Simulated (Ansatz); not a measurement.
Geometry optimisation of Be₃S₃.

```yaml
crystal:
  periodic: [false, false, false]
  atoms:
    - {symbol: Be, position_ang: [2.300660, -0.811210, -2.596160]}
    - {symbol: Be, position_ang: [-1.542440, 0.548070, 1.652740]}
    - {symbol: Be, position_ang: [-0.126770, 0.043020, 0.174350]}
    - {symbol: S, position_ang: [-1.837450, 1.152810, -0.141560]}
    - {symbol: S, position_ang: [-0.026400, -0.514640, 2.155040]}
    - {symbol: S, position_ang: [1.232400, -0.418050, -1.244410]}
basis:
  gaussian: {orbitals: def2-SVP}
hamiltonian: {xc: r2scan, dispersion: d4}
scf: {omitted_lower_state_checks: [starts]}
output: {orbitals: {seedname: orbitals}}
relax: {f_tol: 0.02, max_steps: 100}
```

```sh
$ ansatz run in.yaml --threads 2 --pin off --events-out ev --progress --plain --max-ram 4352MiB
```

Output, abridged:

```
Functional definition: r2SCAN
mean field -33698.46170991 eV, -1238.3956262015 hartree, gradient 1.0e-5 eV, S^2 0.000000; 0 other end points of the search recorded, 0 dependent functions left out
relax step   1: F+E_penalty+E_count = -33698.52039478 eV  Δ(F+E_penalty+E_count) = +0.000e0 eV  max|allowed force component| = 3.627e-1 eV/Å  Δτ_max = 0.0000 Å  (71 SCF iters, accepted)
mean field -33698.47245420 eV, -1238.3960210469 hartree, gradient 8.1e-5 eV, S^2 0.000000; 0 other end points of the search recorded, 0 dependent functions left out
relax step   2: F+E_penalty+E_count = -33698.53103182 eV  Δ(F+E_penalty+E_count) = -1.064e-2 eV  max|allowed force component| = 2.096e-1 eV/Å  Δτ_max = 0.0201 Å  (33 SCF iters, accepted)
mean field -33698.49332457 eV, -1238.3967880189 hartree, gradient 2.4e-5 eV, S^2 0.000000; 0 other end points of the search recorded, 0 dependent functions left out
relax step   3: F+E_penalty+E_count = -33698.55164885 eV  Δ(F+E_penalty+E_count) = -2.062e-2 eV  max|allowed force component| = 2.948e-1 eV/Å  Δτ_max = 0.1052 Å  (37 SCF iters, accepted)
mean field -33698.55089444 eV, -1238.3989036723 hartree, gradient 1.4e-5 eV, S^2 0.000000; 0 other end points of the search recorded, 0 dependent functions left out
relax step   4: F+E_penalty+E_count = -33698.60936450 eV  Δ(F+E_penalty+E_count) = -5.772e-2 eV  max|allowed force component| = 6.981e-1 eV/Å  Δτ_max = 0.1997 Å  (43 SCF iters, accepted)
mean field -33698.66314819 eV, -1238.4030289219 hartree, gradient 1.9e-5 eV, S^2 0.000000; 0 other end points of the search recorded, 0 dependent functions left out
relax step   5: F+E_penalty+E_count = -33698.72232741 eV  Δ(F+E_penalty+E_count) = -1.130e-1 eV  max|allowed force component| = 9.516e-1 eV/Å  Δτ_max = 0.1914 Å  (44 SCF iters, accepted)
mean field -33698.78406064 eV, -1238.4074723722 hartree, gradient 2.7e-5 eV, S^2 0.000000; 0 other end points of the search recorded, 0 dependent functions left out
relax step   6: F+E_penalty+E_count = -33698.84428717 eV  Δ(F+E_penalty+E_count) = -1.220e-1 eV  max|allowed force component| = 5.876e-1 eV/Å  Δτ_max = 0.1948 Å  (39 SCF iters, accepted)
mean field -33698.86643343 eV, -1238.4104995166 hartree, gradient 1.2e-5 eV, S^2 0.000000; 0 other end points of the search recorded, 0 dependent functions left out
relax step   7: F+E_penalty+E_count = -33698.92760560 eV  Δ(F+E_penalty+E_count) = -8.332e-2 eV  max|allowed force component| = 5.698e-1 eV/Å  Δτ_max = 0.2000 Å  (43 SCF iters, accepted)
mean field -33698.95971179 eV, -1238.4139274330 hartree, gradient 4.8e-5 eV, S^2 0.000000; 0 other end points of the search recorded, 0 dependent functions left out
relax step   8: F+E_penalty+E_count = -33699.02193559 eV  Δ(F+E_penalty+E_count) = -9.433e-2 eV  max|allowed force component| = 4.488e-1 eV/Å  Δτ_max = 0.1958 Å  (38 SCF iters, accepted)
mean field -33699.06993337 eV, -1238.4179780012 hartree, gradient 1.9e-5 eV, S^2 0.000000; 0 other end points of the search recorded, 0 dependent functions left out
relax step   9: F+E_penalty+E_count = -33699.13296327 eV  Δ(F+E_penalty+E_count) = -1.110e-1 eV  max|allowed force component| = 4.943e-1 eV/Å  Δτ_max = 0.1952 Å  (43 SCF iters, accepted)
mean field -33699.23991754 eV, -1238.4242248044 hartree, gradient 2.0e-5 eV, S^2 0.000000; 0 other end points of the search recorded, 0 dependent functions left out
relax step  10: F+E_penalty+E_count = -33699.30358860 eV  Δ(F+E_penalty+E_count) = -1.706e-1 eV  max|allowed force component| = 6.935e-1 eV/Å  Δτ_max = 0.1957 Å  (44 SCF iters, accepted)
mean field -33699.52271071 eV, -1238.4346172617 hartree, gradient 2.4e-5 eV, S^2 0.000000; 0 other end points of the search recorded, 0 dependent functions left out
relax step  11: F+E_penalty+E_count = -33699.58575300 eV  Δ(F+E_penalty+E_count) = -2.822e-1 eV  max|allowed force component| = 1.022e0 eV/Å  Δτ_max = 0.1955 Å  (47 SCF iters, accepted)
mean field -33699.95472618 eV, -1238.4504935373 hartree, gradient 2.4e-5 eV, S^2 0.000000; 0 other end points of the search recorded, 0 dependent functions left out
relax step  12: F+E_penalty+E_count = -33700.01229354 eV  Δ(F+E_penalty+E_count) = -4.265e-1 eV  max|allowed force component| = 1.624e0 eV/Å  Δτ_max = 0.2000 Å  (39 SCF iters, accepted)
mean field -33700.54576784 eV, -1238.4722139179 hartree, gradient 8.8e-5 eV, S^2 0.000000; 0 other end points of the search recorded, 0 dependent functions left out
relax step  13: F+E_penalty+E_count = -33700.60238064 eV  Δ(F+E_penalty+E_count) = -5.901e-1 eV  max|allowed force component| = 1.582e0 eV/Å  Δτ_max = 0.1937 Å  (33 SCF iters, accepted)
mean field -33701.18827333 eV, -1238.4958255590 hartree, gradient 1.7e-5 eV, S^2 0.000000; 0 other end points of the search recorded, 0 dependent functions left out
relax step  14: F+E_penalty+E_count = -33701.24520068 eV  Δ(F+E_penalty+E_count) = -6.428e-1 eV  max|allowed force component| = 1.408e0 eV/Å  Δτ_max = 0.1954 Å  (31 SCF iters, accepted)
mean field -33701.73601394 eV, -1238.5159546550 hartree, gradient 8.9e-5 eV, S^2 0.000000; 0 other end points of the search recorded, 0 dependent functions left out
relax step  15: F+E_penalty+E_count = -33701.79331959 eV  Δ(F+E_penalty+E_count) = -5.481e-1 eV  max|allowed force component| = 6.504e-1 eV/Å  Δτ_max = 0.1946 Å  (33 SCF iters, accepted)
mean field -33702.06438977 eV, -1238.5280222443 hartree, gradient 1.2e-5 eV, S^2 0.000000; 0 other end points of the search recorded, 0 dependent functions left out
relax step  16: F+E_penalty+E_count = -33702.12181312 eV  Δ(F+E_penalty+E_count) = -3.285e-1 eV  max|allowed force component| = 6.297e-1 eV/Å  Δτ_max = 0.1999 Å  (35 SCF iters, accepted)
mean field -33702.36450068 eV, -1238.5390511170 hartree, gradient 1.3e-5 eV, S^2 0.000000; 0 other end points of the search recorded, 0 dependent functions left out
relax step  17: F+E_penalty+E_count = -33702.42172536 eV  Δ(F+E_penalty+E_count) = -2.999e-1 eV  max|allowed force component| = 8.776e-1 eV/Å  Δτ_max = 0.1997 Å  (35 SCF iters, accepted)
mean field -33702.64777197 eV, -1238.5494611448 hartree, gradient 1.0e-5 eV, S^2 0.000000; 0 other end points of the search recorded, 0 dependent functions left out
relax step  18: F+E_penalty+E_count = -33702.70416621 eV  Δ(F+E_penalty+E_count) = -2.824e-1 eV  max|allowed force component| = 8.819e-1 eV/Å  Δτ_max = 0.1978 Å  (35 SCF iters, accepted)
mean field -33702.88720646 eV, -1238.5582602001 hartree, gradient 1.4e-5 eV, S^2 0.000000; 0 other end points of the search recorded, 0 dependent functions left out
relax step  19: F+E_penalty+E_count = -33702.94379032 eV  Δ(F+E_penalty+E_count) = -2.396e-1 eV  max|allowed force component| = 4.068e-1 eV/Å  Δτ_max = 0.1950 Å  (29 SCF iters, accepted)
mean field -33702.93876175 eV, -1238.5601548221 hartree, gradient 4.9e-6 eV, S^2 0.000000; 0 other end points of the search recorded, 0 dependent functions left out
relax step  20: F+E_penalty+E_count = -33702.99544555 eV  Δ(F+E_penalty+E_count) = -5.166e-2 eV  max|allowed force component| = 5.280e-2 eV/Å  Δτ_max = 0.0965 Å  (30 SCF iters, accepted)
mean field -33702.93923110 eV, -1238.5601720701 hartree, gradient 1.1e-5 eV, S^2 0.000000; 0 other end points of the search recorded, 0 dependent functions left out
relax step  21: F+E_penalty+E_count = -33702.99593599 eV  Δ(F+E_penalty+E_count) = -4.904e-4 eV  max|allowed force component| = 3.740e-3 eV/Å  Δτ_max = 0.0072 Å  (31 SCF iters, accepted)
mean field -33702.93923110 eV, -1238.5601720701 hartree, gradient 1.1e-5 eV, S^2 0.000000; 0 other end points of the search recorded, 0 dependent functions left out
Total energy: -33702.99594978 eV, -1238.5622564431 hartree
Atom 0 at     0.189589     0.198181    -1.393239 Å, force    -0.001816     0.000062     0.003740 eV/Å
Atom 1 at    -1.104293     0.602195     0.659023 Å, force     0.003203    -0.001774    -0.001288 eV/Å
Atom 2 at     0.914683    -0.800418     0.734204 Å, force    -0.002493     0.002589    -0.001524 eV/Å
Atom 3 at    -1.404380     1.228445    -1.127163 Å, force     0.000498    -0.000095    -0.000401 eV/Å
Atom 4 at    -0.290793    -0.303958     2.138898 Å, force    -0.000274    -0.000151    -0.000185 eV/Å
Atom 5 at     1.695195    -0.924446    -1.011724 Å, force     0.000881    -0.000631    -0.000343 eV/Å
Dipole moment:     0.000007    -0.000037    -0.000023 e Å
Checks for a lower state left out: starts
```

Run time 62 s (2 threads of Arm Neoverse V2 on a shared host).

The structure comes from a short search, and lower isomers may exist.
